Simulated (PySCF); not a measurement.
Ti(F)3(OH) (F3HOTi), SMILES [OH][Ti]([F])([F])[F], multiplicity 1. Atoms are numbered in the order given.

```xyz
6

Ti     0.0000     0.0000    -0.0087
F     -1.4132     0.8159    -0.6027
F      0.0000    -1.6318    -0.6027
F      1.4132     0.8159    -0.6027
O      0.0000     0.0000     1.7227
H      0.0000     0.0000     2.6823
```

Geometry: PBE0-D3(BJ)/def2-SVP. The geometry has at least one imaginary mode, so it is a saddle point at that level. The multiplicity is an assumed one; other spin states were not compared. The values are those of a single conformer.

These are HF/def2-TZVP (PySCF) values and carry that method's errors.

ESP charges are fitted to the potential on shells at 1.4 to 2.0 van der Waals radii. Atomic charges (e):

```tsv
atom	Löwdin	IAO	Mulliken	ESP fit
Ti1	0.95	2.17	2.20	1.82
F2	-0.28	-0.58	-0.56	-0.47
F3	-0.28	-0.58	-0.56	-0.47
F4	-0.28	-0.58	-0.56	-0.47
O5	-0.32	-0.85	-0.90	-0.97
H6	0.19	0.41	0.39	0.55
```
